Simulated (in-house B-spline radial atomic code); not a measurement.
Values are calculated unless marked as measured or tabulated.
# Making a Troullier-Martins s channel for Sb, r_c = 2.73 bohr

Sb, [Kr] 4d10 5s2 5p3, non-relativistic LDA (VWN5), spherical and spin-unpolarised, from a B-spline radial code for spherical atoms (atomic units). The all-electron 5s level is ε = -0.445603 hartree, its outermost node lies just inside 1.00 bohr and its outer maximum at 1.95 bohr.

Inside r_c the pseudo-orbital is u(r) = r^1 exp(p(r)), with p = c0 + c2 r² + c4 r⁴ + … + c12 r¹². The seven coefficients follow from p and its first four derivatives at r_c, from zero curvature of the screened potential at the origin, c4 = −c2²/(2l + 5), and from the norm inside r_c. At r_c the all-electron orbital has P = 0.5931949, P' = -0.3098231, the screened potential V = -0.489664, V' = 0.4225331, V'' = -0.5292751, and the norm inside is Q = 0.7350514.

(1) What are p, p' and p'' at r_c?

For a trial c2 the five matching conditions are linear in c0, c6, c8, c10 and c12, and c2 is varied until the norm inside r_c equals Q. The root nearest zero gives:

| n | c_n |
| --- | --- |
| 0 | -1.233714 |
| 2 | 0.2231871 |
| 4 | -0.009962493 |
| 6 | -0.01905954 |
| 8 | 0.0039287 |
| 10 | -0.0003139635 |
| 12 | 9.251664e-06 |

(2) Check c4 and p(r_c), and find the screened pseudopotential at the origin.

Orbitals and screened potentials:

```tsv
r (bohr)	P	u	V all-electron	V pseudo
0.273	0.2382	0.08083	-74.27	0.2217
0.682	-0.3659	0.2195	-13.33	0.1428
1.092	0.1656	0.399	-4.471	-0.2094
1.502	0.618	0.6015	-2.053	-0.815
1.911	0.7534	0.7295	-1.144	-1.133
2.32	0.7082	0.7065	-0.7197	-0.8218
2.73	0.5932	0.5932	-0.4897	-0.4897
```

Logarithmic derivatives P'/P at R = 3.03 bohr, for energies E around ε:

| E − ε (hartree) | all-electron | pseudo |
| --- | --- | --- |
| -0.5 | 0.807106 | 0.797676 |
| -0.25 | 0.355473 | 0.348981 |
| -0.1 | -0.102474 | -0.104809 |
| 0 | -0.612703 | -0.612706 |
| 0.1 | -1.57269 | -1.58487 |
| 0.25 | -9.92771 | -11.7628 |
| 0.5 | 3.40165 | 2.95427 |

(3) With P(R) = 0.4999221 and a norm of 0.8248554 inside R, what slope in energy does norm conservation fix?

Answers

(1) p = ln(P/r_c^1) = ln(0.5931949/2.73) = -1.52653. p' = P'/P − 1/r_c = -0.52230 − 0.36630 = -0.88860. The radial equation gives p'' = 2(V − ε) − 2(1) p'/r_c − p'² = -0.08812 − (-0.65099) − 0.78960 = -0.22674. Differentiating, p''' = 2V' + 2(1)p'/r_c² − 2(1)p''/r_c − 2p'p'' = 0.36976, and p'''' = 2V'' − 4(1)p'/r_c³ + 4(1)p''/r_c² − 2(1)p'''/r_c − 2p''² − 2p'p''' = -0.72212.

(2) −c2²/5 = -0.00996249, as listed. The terms c_n r_c^n are -1.23371, 1.66339, -0.55337, -7.89021, 12.12133, -7.21948, 1.58552, which sum to -1.52653. Inverting the radial equation, V_l(r) = ε + 1 p'/r + (p'' + p'²)/2, so V_l(0) = ε + (2l + 3) c2 = -0.445603 + 3 × (0.223187) = 0.2240 hartree, finite where the all-electron potential diverges.

(3) d(P'/P)/dE = −2 × (norm inside R)/P(R)² = -6.6009 per hartree·bohr at E = ε, for both atoms, since orbital and norm agree at R. Differences over ±0.1 hartree give -7.3511 (all-electron) and -7.4003 (pseudo), which also hold third-order terms. Half a hartree below ε the two curves differ by -0.0094.
